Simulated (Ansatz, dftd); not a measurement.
Species: C3H9Al, charge 0, singlet. C3H9Al (SMILES [CH3][Al]([CH3])[CH3]).
B3LYP-D3(BJ)/def2-TZVP minimum from Ansatz (an electronic-structure program):
```
Al
C 1 1.9620
H 2 1.0921 1 113.43
H 2 1.0950 3 107.74 1 123.39
H 2 1.0955 3 107.54 4 113.81
C 1 1.9620 2 119.99 3 -2.73
H 6 1.0921 1 113.44 2 -177.97
H 6 1.0951 7 107.71 1 -123.29
H 6 1.0954 7 107.57 8 -113.80
C 1 1.9620 2 120.01 3 177.26
H 10 1.0921 1 113.43 2 0.87
H 10 1.0952 11 107.68 1 -123.21
H 10 1.0954 11 107.60 12 -113.80
```

Quantity: atomisation energy (electronic, to ground-state atoms), in kcal/mol. Open shells are spin-unrestricted; no spin-orbit coupling. Cores are frozen in correlated methods. No relativity. Double hybrids freeze cores in their MP2 part. Where a partner has so few electrons that a lower coupled-cluster level is exact, that level stands in.

```tsv
level	program	atomisation energy (kcal/mol)
HF/cc-pV(T+d)Z	Ansatz	865.5
PBE/def2-TZVPD	Ansatz	1131.0
r2SCAN-D4/def2-TZVPD	Ansatz + dftd4	1130.0
r2SCAN/def2-TZVPD	Ansatz	1128.7
B3LYP-D3(BJ)/def2-TZVPD	Ansatz + dftd3	1128.4
PBE0/def2-TZVPD	Ansatz	1123.6
CAM-B3LYP-D3(BJ)/def2-TZVPD	Ansatz + dftd3	1131.3
wB97X-V/def2-TZVPD	Ansatz	1127.8
B2GP-PLYP-D3(BJ)/def2-TZVPD	Ansatz + dftd3	1114.3
B2GP-PLYP/def2-TZVPD	Ansatz	1110.6
CCSD/cc-pV(D+d)Z	Ansatz	1041.0
CCSDT(Q)/cc-pV(D+d)Z	Ansatz	1048.9
```
